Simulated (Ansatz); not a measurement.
Relaxation of Cl$_{3}$H$_{3}$HfOSi (9 atoms, charge 0, multiplicity 1), to a largest force component of 0.02 eV/Å in at most 40 steps.

Level of theory: Ansatz, RKS PBE/def2-SVP.

```xyz
9
Properties=species:S:1:pos:R:3:forces:R:3
Hf 0.000 0.000 0.000 0.40 0.33 -0.13
Cl 0.000 0.000 2.520 0.04 -0.03 -2.08
O 1.952 0.000 -0.689 -3.16 0.23 1.10
Si 2.858 -1.376 -1.016 0.31 0.12 -0.14
H 2.027 -2.352 -1.716 -0.47 -0.57 -0.40
H 4.000 -1.020 -1.855 0.60 0.25 -0.44
H 3.337 -1.954 0.236 0.25 -0.33 0.73
Cl -1.187 2.056 -0.839 1.01 -1.69 0.67
Cl -1.187 -2.056 -0.839 1.02 1.68 0.69
```

Q: Where does it end, and by what steps?

A: The forces met the threshold. The force dipped under the threshold on the way, but the program's further checks kept it going. After 11 steps the energy has fallen by 1.059 eV; O3 moved furthest, 0.96 Å.

| step | energy less start (eV) | largest force component (eV/Å) | accepted |
| --- | --- | --- | --- |
| 0 | 0.0000 | 3.155 | yes |
| 1 | -0.8502 | 0.551 | yes |
| 2 | -0.9227 | 0.312 | yes |
| 3 | -0.9676 | 0.317 | yes |
| 4 | -1.0119 | 0.165 | yes |
| 5 | -1.0391 | 0.213 | yes |
| 6 | -1.0527 | 0.036 | yes |
| 7 | -1.0528 | 0.236 | yes |
| 8 | -1.0560 | 0.152 | yes |
| 9 | -1.0587 | 0.015 | yes |
| 10 | -1.0588 | 0.023 | yes |
| 11 | -1.0588 | 0.010 | yes |

```xyz
9
Properties=species:S:1:pos:R:3
Hf -0.204 -0.106 0.078
Cl -0.102 0.174 2.415
O 1.476 -0.814 -0.519
Si 2.957 -1.438 -1.056
H 2.684 -2.575 -1.997
H 3.710 -0.347 -1.760
H 3.732 -1.925 0.134
Cl -0.553 1.964 -0.991
Cl -1.900 -1.635 -0.503
```

Whether the end is a true minimum wasn't checked by a vibrational analysis.

Time of the run: 30 s on 4 threads of Arm Neoverse V1 (shared host), peak memory 0.22 GiB.
